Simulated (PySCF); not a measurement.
**Polarisability of `[O+]#CCC1CCCC1`**

C₇H₁₁O (charge +1).
Atom-mapped SMILES: `[O+:1]#[C:2][CH2:3][CH:4]1[CH2:5][CH2:6][CH2:7][CH2:8]1` (hydrogens: H9, H10 on C3; H11 on C4; H12, H13 on C5; H14, H15 on C6; H16, H17 on C7; H18, H19 on C8)

Structure used (PBE0-D3(BJ)/def2-SVP), in Å, numbered top down from 1:
```
atom  x, y, z in Å
O1     1.4701    2.4030    1.1152
C2     1.6138    1.3186    0.8729
C3     1.8593   -0.0329    0.5124
C4     0.6104   -0.8326    0.0107
C5    -0.2518   -0.0170   -0.9613
C6    -1.3061    0.6998   -0.0800
C7    -1.1441    0.1214    1.3409
C8    -0.3461   -1.1662    1.1511
H9     2.3401   -0.5025    1.3932
H10    2.6270    0.0490   -0.2847
H11    1.0569   -1.7249   -0.4526
H12   -0.7387   -0.7179   -1.6542
H13    0.3365    0.6641   -1.5982
H14   -1.2016    1.7952   -0.0975
H15   -2.3141    0.4980   -0.4675
H16   -2.1053   -0.0506    1.8449
H17   -0.6043    0.8188    2.0099
H18   -1.0060   -1.9745    0.7970
H19    0.1477   -1.5373    2.0621
```

Level: PBE0/def2-SVPD (PySCF), static field, nuclei fixed, core orbitals frozen in the response. The polarisability tensor in these axes (au):

```
x   76.50  2.17  0.30
y    2.17 79.86  2.38
z    0.30  2.38 69.28
```

**Question.** Diagonalise the tensor; give its mean and Δα, where Δα² is half the sum of the squared differences of the eigenvalues.

**Answer.** Principal values 68.76, 75.52 and 81.35 au; mean 75.21 au = 11.15 Å³ = 12.40 × 10⁻⁴⁰ C²·m²/J; Δα = 10.91 au (15 % of the mean).

**Question.** What depolarisation ratio follows for Rayleigh scattering of linearly polarised light, taking the static tensor?

**Answer.** ρ = 3Δα²/(45ᾱ² + 4Δα²) = 357.1/(254558 + 476.2) = 0.0014.

**Question.** Along which axes do the principal values lie, and how far do the nuclei extend along each?

**Answer.** Largest value along (0.41, 0.89, 0.19), where the nuclei span 4.98 Å; middle along (0.91, -0.40, -0.11), 4.66 Å; least along (0.02, -0.21, 0.98), 4.04 Å. The response follows the extents in order.

**Question.** In TDDFT the mean static polarisability is Σ f/ω² over all singlet excitations (ω in hartree). How much of it do the 6 lowest give? Their energies (eV) and oscillator strengths: 4.49, 0.0023; 4.66, 0.0039; 5.26, 0.0006; 5.34, 0.0010; 5.39, 0.0012; 5.47, 0.0003.

**Answer.** They add up to 0.30 au, 0.4 % of the 75.21 au; the largest single term is 0.13 au, from the state at 4.66 eV. Terms in order: 0.09, 0.13, 0.02, 0.03, 0.03, 0.01 au. Higher excitations give the rest. The strengths listed sum to 0.009.

**Question.** Give the eigenvalues of the traceless quadrupole moment Θ = ½Σq(3rr − r²1), origin at the centre of nuclear charge.

**Answer.** -6.72, -4.02, 10.74 D·Å. The values depend on the origin, since the species is charged. The electronic extent ⟨r²⟩ about the same centre is 890 bohr², a root-mean-square distance of 2.04 Å for the 60 electrons.

Isolated species at its PBE0-D3(BJ)/def2-SVP geometry (one conformer only).
